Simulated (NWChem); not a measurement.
# Atomisation of CH$_{7}$AlO$_{3}$

```
Al
O 1 1.7430
H 2 0.9599 1 125.89
O 1 1.7471 2 114.72 3 134.41
H 4 0.9592 1 127.93 2 -88.59
C 1 1.9595 2 120.56 3 -22.59
H 6 1.1036 1 111.48 2 -162.38
H 6 1.1037 7 107.43 1 -123.69
H 6 1.1049 7 106.68 8 -114.21
O 1 1.9982 2 89.94 3 -140.93
H 10 0.9756 1 98.79 2 -3.10
H 10 0.9793 11 106.04 2 100.60
```
Charge 0, spin multiplicity 1.

The numbers come from NWChem runs, not from measurements. Structure: optimised with B3LYP/def2-SVP, a minimum by its harmonic frequencies. It is one conformer; others weren't searched.

Basis set: def2-SVP. The atomisation energy is electronic alone: no zero-point, thermal, spin-orbit or counterpoise terms. No value is extrapolated to the basis-set limit. Free atoms are single determinants with multiplicities Al 2, C 3, H 2, O 3. Correlated methods freeze the same cores in atoms and molecule, 9 orbitals in all.

B3LYP has NWChem's definition, with VWN1-RPA local correlation. The structure started from a generated list of species. No SCF solution was tested for a lower state. Open-shell Hartree-Fock references start from PBE0 orbitals.

Problem. For the atomisation energy, HF gives 769.5 kcal/mol and LDA (SVWN5) gives 1222.8 kcal/mol. What do PBE0, MP2, B3LYP give?

Solution. PBE0: 1053.4 kcal/mol; MP2: 1027.3 kcal/mol; B3LYP: 1055.7 kcal/mol.
